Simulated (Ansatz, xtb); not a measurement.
# Two isomers of C4H5BOS

We compare a, `OC1=CB(S)C=C1`, a singlet, with b, `OC1=CC=CB1S`, a singlet. Both are isolated molecules in the gas phase, relaxed with PBE-D3(BJ)/def2-SVP; the shapes shown needn't be the lowest conformers.

a (Å):

```xyz
12

C    -0.7441   -2.2539   -0.4602
C    -0.8604   -1.1665    0.3690
C     1.0115   -0.9464   -1.3168
C     0.3691   -2.1285   -1.4661
B     0.2632   -0.2161   -0.1050
O    -1.4625   -3.3910   -0.5061
S     0.7499    1.4074    0.4887
H    -2.1477   -3.3505    0.1903
H    -1.6128   -1.0750    1.1648
H    -0.1803    1.5294    1.4786
H     1.8610   -0.6268   -1.9370
H     0.5707   -2.9326   -2.1917
```

b (Å):

```xyz
12

C    -0.7240   -1.3787   -1.1014
C    -0.4774   -0.0390   -1.1504
C     0.3956    0.3497   -0.0058
C     0.7531   -0.6809    0.8227
B     0.0595   -1.9244    0.2005
O    -1.4803   -2.0675   -1.9892
S     0.1180   -3.6055    0.8089
H    -1.4927   -3.0063   -1.7233
H    -0.8513    0.6674   -1.9050
H     0.7075    1.4006    0.1278
H     1.3897   -0.5641    1.7084
H    -0.6670   -4.2002   -0.1413
```

Q: Which of the two would you expect CCSD(T)/def2-SVP + ΔMP2/def2-TZVPP electronic energies to favour?

A: Structure a; the calculation gives E(b) − E(a) = +9.1 kcal/mol.

The same difference at several levels:

| level | geometry | E(b) − E(a) (kcal/mol) | departure from the last row (kcal/mol) | job, with rough time for the two |
| --- | --- | --- | --- | --- |
| GFN2-xTB | GFN2-xTB | +6.8 | −2.2 | optimisation, 0.86 s |
| HF/STO-3G | GFN2-xTB | +7.7 | −1.4 | single point, 3 s |
| r2SCAN-D4/def2-SVP | GFN2-xTB | +9.6 | +0.6 | single point, 15 s |
| PBE-D3(BJ)/def2-SVP | PBE-D3(BJ)/def2-SVP | +8.7 | −0.4 | optimisation, 95 s |
| HF/def2-SVP | PBE-D3(BJ)/def2-SVP | +11.5 | +2.4 | part of the CCSD(T) run |
| MP2/def2-SVP | PBE-D3(BJ)/def2-SVP | +10.3 | +1.3 | part of the CCSD(T) run |
| CCSD(T)/def2-SVP | PBE-D3(BJ)/def2-SVP | +9.4 | +0.4 | single point |
| CCSD(T)/def2-SVP + ΔMP2/def2-TZVPP | PBE-D3(BJ)/def2-SVP | +9.1 |  | single point, 3.1 min |

As drawn, both hold the same kinds of bond in the same numbers.

None of the levels shown reverses the order. The largest departure from CCSD(T)/def2-SVP + ΔMP2/def2-TZVPP is that of HF/def2-SVP, 2.4 kcal/mol. The last row adds to CCSD(T) the change of the MP2 difference between the two basis sets, here −0.4 kcal/mol.

With thermal terms from frequencies at re-optimised GFN2-xTB minima (ideal gas, soft modes damped towards free rotors, one conformer each, 298.15 K, 1 atm): on the last row, ΔE + ΔZPE = +8.5, ΔH = +8.7, ΔG = +8.3 kcal/mol.

The correlated steps freeze 11 core orbitals. Codes used: Ansatz 0.2.0, xtb 6.7.1; the last row on 2 threads of Intel(R) Xeon(R) Processor @ 2.50GHz (Skylake/Cascade Lake) on a shared host.
